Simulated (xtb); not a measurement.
xtb was given this input:
```
$ xtb mol.xyz --gfn 2 --uhf 2 --opt vtight --json

# file mol.xyz
2

O      0.01007299     0.00970774     0.57503461
O      0.03533959    -0.00245606    -0.57099057
```

Task: What does this run give for the total energy at the end of the optimisation, dipole moment?

Result: 
total energy at the end of the optimisation: -7.9041 Eh
dipole moment: 0.00 D
